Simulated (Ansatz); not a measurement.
Calculation: Ansatz (a program for electronic structure) with r2SCAN-D4/def2-SVP. No frequencies were computed at this level.

Ansatz 0.2 input:
```yaml
crystal:
  periodic: [false, false, false]
  atoms:
    - { symbol: Y, position_ang: [0.384068, 0.389028, 0.12355] }
    - { symbol: F, position_ang: [-0.430377, -0.798537, -1.217477] }
    - { symbol: N, position_ang: [-1.342466, 1.402659, 0.7256] }
    - { symbol: H, position_ang: [-1.664552, 1.207833, 1.679209] }
    - { symbol: H, position_ang: [-2.108859, 1.122261, 0.104142] }
    - { symbol: N, position_ang: [0.798334, -1.031224, 1.599568] }
    - { symbol: H, position_ang: [0.547483, -1.955053, 1.230989] }
    - { symbol: H, position_ang: [0.296864, -0.931734, 2.487664] }
basis:
  gaussian: { orbitals: def2-svp }
hamiltonian:
  xc: r2scan
  dispersion: d4
relax:
  max_steps: 150
```

Output:

```
Functional definition: r2SCAN
1013 factors; their error is unknown
mean field evaluation 1: about -6782.9071 eV, gradient 9.6e1 eV
mean field evaluation 2: about -6653.5475 eV, gradient 2.3e2 eV
mean field evaluation 4: about -6801.0903 eV, gradient 1.5e1 eV
mean field evaluation 8: about -6801.5816 eV, gradient 4.6e-2 eV
mean field evaluation 16: about -6801.5467 eV, gradient 6.0e-5 eV
mean field -6801.54673710 eV, -249.9522323346 hartree, gradient 1.6e-5 eV, S^2 0.000000; 0 other end points of the search recorded, 0 dependent functions left out
reference -6801.54676320 eV, -249.9522332938 hartree; 19, 19 occupied and 74, 74 virtual orbitals, 1013 factors
relax step   1: F+E_penalty+E_count = -6801.57705780 eV  Δ(F+E_penalty+E_count) = +0.000e0 eV  max|allowed force component| = 7.439e-1 eV/Å  Δτ_max = 0.0000 Å  (29 SCF iters, accepted)
these checks for a lower state are left out or cut short: starts, cluster_reference, orbital_swaps, neighbouring_geometries, increment
1013 factors; their error is unknown
mean field -6801.78530108 eV, -249.9609993991 hartree, gradient 9.1e-6 eV, S^2 0.000000; 0 other end points of the search recorded, 0 dependent functions left out
reference -6801.78532735 eV, -249.9610003643 hartree; 19, 19 occupied and 74, 74 virtual orbitals, 1013 factors
relax step   2: F+E_penalty+E_count = -6801.81564552 eV  Δ(F+E_penalty+E_count) = -2.386e-1 eV  max|allowed force component| = 5.339e-1 eV/Å  Δτ_max = 0.1950 Å  (35 SCF iters, accepted)
these checks for a lower state are left out or cut short: starts, cluster_reference, orbital_swaps, neighbouring_geometries, increment
1013 factors; their error is unknown
mean field evaluation 32: about -6801.9479 eV, gradient 9.8e-4 eV
mean field -6801.94790699 eV, -249.9669750560 hartree, gradient 8.6e-6 eV, S^2 0.000000; 0 other end points of the search recorded, 0 dependent functions left out
reference -6801.94793368 eV, -249.9669760368 hartree; 19, 19 occupied and 74, 74 virtual orbitals, 1013 factors
relax step   3: F+E_penalty+E_count = -6801.97815405 eV  Δ(F+E_penalty+E_count) = -1.625e-1 eV  max|allowed force component| = 5.775e-1 eV/Å  Δτ_max = 0.1922 Å  (34 SCF iters, accepted)
these checks for a lower state are left out or cut short: starts, cluster_reference, orbital_swaps, neighbouring_geometries, increment
1013 factors; their error is unknown
mean field -6802.04358122 eV, -249.9704910189 hartree, gradient 9.0e-6 eV, S^2 0.000000; 0 other end points of the search recorded, 0 dependent functions left out
reference -6802.04360787 eV, -249.9704919984 hartree; 19, 19 occupied and 74, 74 virtual orbitals, 1013 factors
relax step   4: F+E_penalty+E_count = -6802.07391205 eV  Δ(F+E_penalty+E_count) = -9.576e-2 eV  max|allowed force component| = 1.109e0 eV/Å  Δτ_max = 0.1949 Å  (35 SCF iters, accepted)
these checks for a lower state are left out or cut short: starts, cluster_reference, orbital_swaps, neighbouring_geometries, increment
1013 factors; their error is unknown
mean field -6802.13934146 eV, -249.9740101431 hartree, gradient 1.6e-5 eV, S^2 0.000000; 0 other end points of the search recorded, 0 dependent functions left out
reference -6802.13936728 eV, -249.9740110920 hartree; 19, 19 occupied and 74, 74 virtual orbitals, 1013 factors
relax step   5: F+E_penalty+E_count = -6802.16901370 eV  Δ(F+E_penalty+E_count) = -9.510e-2 eV  max|allowed force component| = 3.767e-1 eV/Å  Δτ_max = 0.2000 Å  (32 SCF iters, accepted)
these checks for a lower state are left out or cut short: starts, cluster_reference, orbital_swaps, neighbouring_geometries, increment
1013 factors; their error is unknown
mean field -6802.18664531 eV, -249.9757485276 hartree, gradient 2.3e-5 eV, S^2 0.000000; 0 other end points of the search recorded, 0 dependent functions left out
reference -6802.18667040 eV, -249.9757494496 hartree; 19, 19 occupied and 74, 74 virtual orbitals, 1013 factors
relax step   6: F+E_penalty+E_count = -6802.21616622 eV  Δ(F+E_penalty+E_count) = -4.715e-2 eV  max|allowed force component| = 2.892e-1 eV/Å  Δτ_max = 0.2000 Å  (32 SCF iters, accepted)
these checks for a lower state are left out or cut short: starts, cluster_reference, orbital_swaps, neighbouring_geometries, increment
1013 factors; their error is unknown
mean field evaluation 64: about -6802.1887 eV, gradient 1.2e-5 eV
mean field -6802.18866257 eV, -249.9758226603 hartree, gradient 1.2e-5 eV, S^2 0.000000; 0 other end points of the search recorded, 0 dependent functions left out
reference -6802.18868736 eV, -249.9758235713 hartree; 19, 19 occupied and 74, 74 virtual orbitals, 1013 factors
relax step   7: F+E_penalty+E_count = -6802.21815546 eV  Δ(F+E_penalty+E_count) = -1.989e-3 eV  max|allowed force component| = 1.383e-1 eV/Å  Δτ_max = 0.2000 Å  (28 SCF iters, accepted)
these checks for a lower state are left out or cut short: starts, cluster_reference, orbital_swaps, neighbouring_geometries, increment
1013 factors; their error is unknown
mean field -6802.21027790 eV, -249.9766170092 hartree, gradient 1.5e-5 eV, S^2 0.000000; 0 other end points of the search recorded, 0 dependent functions left out
reference -6802.21030245 eV, -249.9766179113 hartree; 19, 19 occupied and 74, 74 virtual orbitals, 1013 factors
relax step   8: F+E_penalty+E_count = -6802.23960433 eV  Δ(F+E_penalty+E_count) = -2.145e-2 eV  max|allowed force component| = 3.577e-2 eV/Å  Δτ_max = 0.1802 Å  (33 SCF iters, accepted)
these checks for a lower state are left out or cut short: starts, cluster_reference, orbital_swaps, neighbouring_geometries, increment
1013 factors; their error is unknown
mean field -6802.21078174 eV, -249.9766355250 hartree, gradient 1.7e-5 eV, S^2 0.000000; 0 other end points of the search recorded, 0 dependent functions left out
reference -6802.21080633 eV, -249.9766364287 hartree; 19, 19 occupied and 74, 74 virtual orbitals, 1013 factors
relax step   9: F+E_penalty+E_count = -6802.24007375 eV  Δ(F+E_penalty+E_count) = -4.694e-4 eV  max|allowed force component| = 3.242e-2 eV/Å  Δτ_max = 0.0326 Å  (27 SCF iters, accepted)
these checks for a lower state are left out or cut short: starts, cluster_reference, orbital_swaps, neighbouring_geometries, increment
1013 factors; their error is unknown
mean field -6802.21151168 eV, -249.9766623496 hartree, gradient 1.4e-5 eV, S^2 0.000000; 0 other end points of the search recorded, 0 dependent functions left out
reference -6802.21153624 eV, -249.9766632524 hartree; 19, 19 occupied and 74, 74 virtual orbitals, 1013 factors
relax step  10: F+E_penalty+E_count = -6802.24078731 eV  Δ(F+E_penalty+E_count) = -7.136e-4 eV  max|allowed force component| = 5.267e-3 eV/Å  Δτ_max = 0.0392 Å  (28 SCF iters, accepted)
these checks for a lower state are left out or cut short: starts, cluster_reference, orbital_swaps, neighbouring_geometries, increment
1013 factors; their error is unknown
mean field -6802.21156651 eV, -249.9766643648 hartree, gradient 1.5e-5 eV, S^2 0.000000; 0 other end points of the search recorded, 0 dependent functions left out
reference -6802.21159107 eV, -249.9766652673 hartree; 19, 19 occupied and 74, 74 virtual orbitals, 1013 factors
relax step  11: F+E_penalty+E_count = -6802.24083571 eV  Δ(F+E_penalty+E_count) = -4.840e-5 eV  max|allowed force component| = 1.894e-2 eV/Å  Δτ_max = 0.0210 Å  (27 SCF iters, accepted)
these checks for a lower state are left out or cut short: starts, cluster_reference, orbital_swaps, neighbouring_geometries, increment
1013 factors; their error is unknown
mean field evaluation 96: about -6802.2115 eV, gradient 1.5e-1 eV
mean field -6802.21159686 eV, -249.9766654799 hartree, gradient 2.6e-5 eV, S^2 0.000000; 0 other end points of the search recorded, 0 dependent functions left out
reference -6802.21162141 eV, -249.9766663822 hartree; 19, 19 occupied and 74, 74 virtual orbitals, 1013 factors
relax step  12: F+E_penalty+E_count = -6802.24086848 eV  Δ(F+E_penalty+E_count) = -3.277e-5 eV  max|allowed force component| = 2.881e-3 eV/Å  Δτ_max = 0.0025 Å  (22 SCF iters, accepted)
1013 factors; their error is unknown
mean field -6802.21159686 eV, -249.9766654799 hartree, gradient 2.6e-5 eV, S^2 0.000000; 1 other end points of the search recorded, 0 dependent functions left out
reference -6802.21162141 eV, -249.9766663822 hartree; 19, 19 occupied and 74, 74 virtual orbitals, 1013 factors
Total energy: -6802.24089303 eV, -249.9777420944 hartree
Atom 0 at    -0.340375    -0.248530     0.119555 Å, force     0.000499     0.000218    -0.001205 eV/Å
Atom 1 at    -0.070812    -0.714921    -1.821241 Å, force    -0.000353     0.000708     0.002881 eV/Å
Atom 2 at    -1.660224     1.342793     0.708968 Å, force     0.001630    -0.002870    -0.000543 eV/Å
Atom 3 at    -1.856815     1.647215     1.665402 Å, force    -0.000018     0.000505    -0.000099 eV/Å
Atom 4 at    -2.223797     1.956555     0.117152 Å, force    -0.001113     0.001331    -0.000026 eV/Å
Atom 5 at     0.683386    -1.322789     1.675040 Å, force    -0.002479     0.001045    -0.001809 eV/Å
Atom 6 at     1.342017    -2.099348     1.587164 Å, force     0.001216    -0.001045     0.000727 eV/Å
Atom 7 at     0.607115    -1.155742     2.681205 Å, force     0.000618     0.000108     0.000073 eV/Å
Dipole moment:    -0.064828     0.110196     0.461342 e Å
```

Cost: about 60 core-seconds (a rough figure).
